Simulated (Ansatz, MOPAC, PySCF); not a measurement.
Complex: SiH4 (SMILES [SiH4]) (first 5 atoms) with C2H2 (SMILES C#C); geometry from B3LYP-D3(BJ)/def2-TZVP, rigid monomers moved along the line of their centres of mass till Si1···C6 is 4.24 Å.
(charge 0, multiplicity 1):
```json
[
 {"atom": "Si", "x (Å)": "0.2850", "y (Å)": "-0.0683", "z (Å)": "0.0513"},
 {"atom": "H", "x (Å)": "1.1256", "y (Å)": "1.0035", "z (Å)": "0.6274"},
 {"atom": "H", "x (Å)": "-1.1437", "y (Å)": "0.2284", "z (Å)": "0.2948"},
 {"atom": "H", "x (Å)": "0.6380", "y (Å)": "-1.3681", "z (Å)": "0.6624"},
 {"atom": "H", "x (Å)": "0.5226", "y (Å)": "-0.1390", "z (Å)": "-1.4104"},
 {"atom": "C", "x (Å)": "0.0983", "y (Å)": "-0.0995", "z (Å)": "4.2888"},
 {"atom": "C", "x (Å)": "-1.0059", "y (Å)": "0.3183", "z (Å)": "4.0924"},
 {"atom": "H", "x (Å)": "1.0791", "y (Å)": "-0.4707", "z (Å)": "4.4599"},
 {"atom": "H", "x (Å)": "-1.9858", "y (Å)": "0.6887", "z (Å)": "3.9144"}
]
```

Interaction energies are E(AB) − E(A) − E(B) at the monomers' geometry in the complex; basis-set methods are counterpoise corrected. Rows marked so take none.

Rows in 6-31G* carry no dispersion term and start afresh at each structure (6-31G* with six Cartesian d functions). MP2/6-31G* freezes PySCF's default core. The state reached by PM3, PM7 isn't checked; PM7 holds dispersion and hydrogen-bond terms.

The values were computed with Ansatz (a first-principles code) with Gaussian orbitals; MOPAC for PM3, PM7 (differences of heats of formation); PySCF for 6-31G* rows. Values without a source in brackets are computed.

One of these levels gives 0.34 kcal/mol for the interaction energy. Which one is it?
A. MP2/6-31G* (no counterpoise)
B. HF/aug-cc-pV(D+d)Z
C. PM3
D. PM7

C, PM3. The others give -0.64 (PM7), -0.09 (HF/aug-cc-pV(D+d)Z), -1.09 (MP2/6-31G* (no counterpoise))
